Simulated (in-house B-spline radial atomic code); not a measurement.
Inner levels of ruthenium as electrons are removed. A shift is the extra binding of the orbital against the neutral atom ([Kr] 4d3/2(4) 4d5/2(3) 5s1). The density at the nucleus is averaged over the nuclear charge. Computed with a B-spline radial code for spherical atoms: Dirac-Hartree-Fock, jj configuration that fills j = l - 1/2 first, finite nuclei.

A number in brackets counts the electrons of a j subshell.

| ion | configuration | shift of 3d5/2 (eV) | shift of 2p1/2 (eV) | shift of 3d3/2 (eV) | radius of 3d5/2 (bohr) | radius of 2p1/2 (bohr) | radius of 3d3/2 (bohr) | Σ<r²> (bohr²) | change of density at nucleus (bohr⁻³) |
| --- | --- | --- | --- | --- | --- | --- | --- | --- | --- |
| Ru | [Kr] 4d3/2(4) 4d5/2(3) 5s1 | 0 | 0 | 0 | 0.38458 | 0.12371 | 0.38064 | 54.154 | - |
| Ru+ | [Kr] 4d3/2(4) 4d5/2(3) | 7.269 | 7.2566 | 7.279 | 0.38459 | 0.12371 | 0.38063 | 36.912 | -10.163 |
| Ru2+ | [Kr] 4d3/2(4) 4d5/2(2) | 20.429 | 20.657 | 20.71 | 0.38465 | 0.12372 | 0.3805 | 30.745 | -7.127 |
| Ru3+ | [Kr] 4d3/2(4) 4d5/2(1) | 35.615 | 36.219 | 36.212 | 0.38466 | 0.12372 | 0.38032 | 26.196 | -2.28 |
| Ru4+ | [Kr] 4d3/2(4) | 52.518 | 53.655 | 53.477 | 0.38461 | 0.12372 | 0.38006 | 22.571 | 4.287 |
| Ru5+ | [Kr] 4d3/2(3) | ? | ? | ? | ? | ? | ? | ? | ? |
| Ru6+ | [Kr] 4d3/2(2) | 91.663 | 93.338 | 91.991 | 0.38399 | 0.12371 | 0.38022 | 17.015 | 22.773 |
| Ru7+ | [Kr] 4d3/2(1) | 113.3 | 115.41 | 113.22 | 0.38353 | 0.1237 | 0.37997 | 14.764 | 34.281 |
| Ru8+ | [Ar] 3d10 4s2 4p6 | 136.22 | 138.89 | 135.68 | 0.38297 | 0.12368 | 0.37963 | 12.766 | 47.232 |
| Ru9+ | [Ar] 3d10 4s2 4p1/2(2) 4p3/2(3) | 162.24 | 166.36 | 161.83 | 0.38217 | 0.12367 | 0.3789 | 11.257 | 66.659 |
| Ru10+ | [Ar] 3d10 4s2 4p1/2(2) 4p3/2(2) | ? | ? | ? | ? | ? | ? | ? | ? |
| Ru11+ | [Ar] 3d10 4s2 4p1/2(2) 4p3/2(1) | 216.91 | 224.46 | 216.78 | 0.38035 | 0.12363 | 0.37722 | 8.5391 | 108.86 |
| Ru12+ | [Ar] 3d10 4s2 4p1/2(2) | ? | ? | ? | ? | ? | ? | ? | ? |
| Ru13+ | [Ar] 3d10 4s2 4p1/2(1) | 275.45 | 286.48 | 275.25 | 0.37828 | 0.12361 | 0.37514 | 6.1798 | 152.23 |
| Ru14+ | [Ar] 3d10 4s2 | 306.23 | 318.91 | 305.78 | 0.37716 | 0.1236 | 0.37394 | 5.1194 | 173.68 |
| Ru15+ | [Ar] 3d10 4s1 | 338.32 | 353.09 | 337.89 | 0.37591 | 0.12358 | 0.37273 | 4.1708 | -35.846 |
| Ru16+ | [Ar] 3d10 | 371.12 | 388.14 | 370.73 | 0.37462 | 0.12356 | 0.37148 | 3.2694 | -260.82 |
| Ru17+ | [Ar] 3d3/2(4) 3d5/2(5) | 428.33 | 457.23 | 428.57 | 0.36794 | 0.12351 | 0.36486 | 3.016 | -212.71 |
| Ru18+ | [Ar] 3d3/2(4) 3d5/2(4) | 487.18 | 528.67 | 488.07 | 0.36157 | 0.12345 | 0.35854 | 2.7793 | -161.92 |
| Ru19+ | [Ar] 3d3/2(4) 3d5/2(3) | 547.64 | 602.44 | 549.21 | 0.35547 | 0.12339 | 0.35249 | 2.5578 | -108.45 |
| Ru20+ | [Ar] 3d3/2(4) 3d5/2(2) | 609.7 | 678.53 | 611.97 | 0.34962 | 0.12331 | 0.34669 | 2.35 | -52.305 |
| Ru21+ | [Ar] 3d3/2(4) 3d5/2(1) | 673.36 | 756.9 | 676.35 | 0.344 | 0.12323 | 0.34112 | 2.1548 | 6.514 |

Problem. Fill in the row of Ru5+.

Solution. shift of 3d5/2 (eV): 71.373; shift of 2p1/2 (eV): 72.727; shift of 3d3/2 (eV): 72.047; radius of 3d5/2 (bohr): 0.38435; radius of 2p1/2 (bohr): 0.12371; radius of 3d3/2 (bohr): 0.38039; Σ<r²> (bohr²): 19.583; change of density at nucleus (bohr⁻³): 12.754.

Problem. Fill in the row of Ru10+.

Solution. shift of 3d5/2 (eV): 189.15; shift of 2p1/2 (eV): 194.89; shift of 3d3/2 (eV): 188.87; radius of 3d5/2 (bohr): 0.38129; radius of 2p1/2 (bohr): 0.12365; radius of 3d3/2 (bohr): 0.37809; Σ<r²> (bohr²): 9.8522; change of density at nucleus (bohr⁻³): 87.204.

Problem. Fill in the row of Ru12+.

Solution. shift of 3d5/2 (eV): 245.51; shift of 2p1/2 (eV): 255.05; shift of 3d3/2 (eV): 245.54; radius of 3d5/2 (bohr): 0.37934; radius of 2p1/2 (bohr): 0.12361; radius of 3d3/2 (bohr): 0.37627; Σ<r²> (bohr²): 7.3084; change of density at nucleus (bohr⁻³): 131.64.
